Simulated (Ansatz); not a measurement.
This geometry of AlCl3 + H2 (6 atoms, charge 0, multiplicity 1) is a first-order saddle point.

Level of theory: Ansatz 0.2.0, RKS B3LYP-D4/6-31G*.

```xyz
6
Properties=species:S:1:pos:R:3
Al 0.017 -0.435 -0.111
Cl 0.030 0.061 2.247
Cl 1.836 0.187 -0.945
Cl -1.831 0.122 -0.925
H 0.046 -1.937 0.577
H 0.045 -1.264 1.653
```

Problem. Which two structures does it join? (They come from a converged band through this point; their orientation in space is the band's.)

Solution. Bonds broken: Al1–Cl2, H5–H6. Bonds formed: Al1–H5, Cl2–H6. AlCl3 + H2 becomes AlCl3H2.

Image 0:

```xyz
6
Properties=species:S:1:pos:R:3
Al 0.002 0.311 0.156
Cl -0.007 0.885 2.163
Cl 1.809 0.133 -0.871
Cl -1.801 0.052 -0.862
H 0.084 -2.441 0.600
H 0.057 -2.205 1.308
```

Image 10:

```xyz
6
Properties=species:S:1:pos:R:3
Al -0.221 -0.860 -0.340
Cl -0.184 -0.376 2.290
Cl 1.764 -0.127 -0.583
Cl -1.785 0.448 -0.893
H -0.470 -2.402 -0.252
H 1.039 0.051 2.272
```

Problem. How far does it lie above each of them?

Solution. 1.61 eV above the first and 0.43 eV above the second. This is the barrier of this one path; another mechanism may lie lower. The orbitals stay closed-shell, which can raise the energy where a bond breaks towards radicals; this wasn't checked here.

Time of the run: 6.9 min on 1 thread of Intel(R) Xeon(R) CPU @ 2.60GHz (Ice Lake), with other jobs on the host, peak memory 0.19 GiB.
